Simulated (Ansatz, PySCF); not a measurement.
CH2F, SMILES [CH2]F (connectivity only; charge and spin as stated), charge +1, multiplicity 1. Atoms are numbered in the order given.

```xyz
4

C      0.0000     0.0000    -0.5976
F      0.0000     0.0000     0.6279
H      0.0000     0.9768    -1.0981
H      0.0000    -0.9768    -1.0981
```
Charge +1, spin multiplicity 1.

The structure is a stationary point at PBE0-D3(BJ)/def2-TZVPD. The multiplicity is an assumed one; other spin states were not compared. The isomer is the one that the SMILES or the coordinates give; other isomers of the formula were not compared.

Two levels are set side by side: PBE-D3(BJ)/def2-TZVPD (Ansatz, a program for electronic structure) and PBE0-D3(BJ)/def2-TZVPD (Ansatz). Each level has its own optimised geometry; the coordinates shown are those of the second. Frequencies come from the Hessian of PySCF at each geometry. Differences are taken from unrounded values.

| quantity | PBE0-D3(BJ) |
|---|---|
| mean bond length (Å) | 1.140 |
| bond C1–F2 (Å) | 1.226 |
| bond C1–H3 (Å) | 1.098 |
| bond C1–H4 (Å) | 1.098 |
| highest harmonic wavenumber (cm⁻¹) | 3207 |
| mean harmonic wavenumber (cm⁻¹) | 1976 |
| zero-point energy (kcal/mol) | 16.95 |

### Question
What does PBE-D3(BJ) give, and how far is it from PBE0-D3(BJ)? (The exact figures need the calculation; the answer reports its results.)

### Answer

| quantity | PBE-D3(BJ) | PBE-D3(BJ) minus PBE0-D3(BJ) |
|---|---|---|
| mean bond length (Å) | 1.151 | 0.011 |
| bond C1–F2 (Å) | 1.241 | 0.015 |
| bond C1–H3 (Å) | 1.106 | 0.008 |
| bond C1–H4 (Å) | 1.106 | 0.008 |
| highest harmonic wavenumber (cm⁻¹) | 3114 | -93 |
| mean harmonic wavenumber (cm⁻¹) | 1907 | -69 |
| zero-point energy (kcal/mol) | 16.36 | -0.59 |

GGA bonds tend to be longer and softer than those of functionals with exact exchange. Differences between two approximate levels are no errors against the true value.
